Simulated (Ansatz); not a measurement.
Mulliken charges of BGaH6SSi (`B[S][GaH][SiH3]`) from PBE/def2-TZVPP in Ansatz (PBE0-D4/def2-TZVP geometry).

```json
{"atom": "B1", "x (Å)": "-0.552", "y (Å)": "1.857", "z (Å)": "-1.004", "charge (e)": "-0.057"}
{"atom": "S2", "x (Å)": "0.920", "y (Å)": "1.211", "z (Å)": "-1.766", "charge (e)": "-0.165"}
{"atom": "Ga3", "x (Å)": "1.267", "y (Å)": "-0.651", "z (Å)": "-0.575", "charge (e)": "0.246"}
{"atom": "Si4", "x (Å)": "-0.276", "y (Å)": "-1.196", "z (Å)": "1.193", "charge (e)": "0.015"}
{"atom": "H5", "x (Å)": "-0.993", "y (Å)": "2.877", "z (Å)": "-1.438", "charge (e)": "0.025"}
{"atom": "H6", "x (Å)": "-1.087", "y (Å)": "1.298", "z (Å)": "-0.092", "charge (e)": "0.034"}
{"atom": "H7", "x (Å)": "2.539", "y (Å)": "-1.444", "z (Å)": "-1.040", "charge (e)": "-0.021"}
{"atom": "H8", "x (Å)": "-1.649", "y (Å)": "-1.371", "z (Å)": "0.649", "charge (e)": "-0.022"}
{"atom": "H9", "x (Å)": "0.131", "y (Å)": "-2.464", "z (Å)": "1.858", "charge (e)": "-0.033"}
{"atom": "H10", "x (Å)": "-0.300", "y (Å)": "-0.116", "z (Å)": "2.215", "charge (e)": "-0.022"}
```

**Question.** By hand: the dipole of these point charges (1 e Å = 4.8032 D).

**Answer.** Σ q r = (0.111, -0.223, 0.084) e Å, of length 0.263 e Å = 1.26 D.

**Question.** How does the dipole of the full density compare? (Best estimate.)

**Answer.** The calculation gave: (0.037, -0.223, 0.146) e Å, 1.29 D; the point charges give 0.98 times that, at 21° from its direction.

Point charges leave out the atoms' own dipoles, such as those of lone pairs, and Mulliken's split depends on the basis, so the two needn't agree.
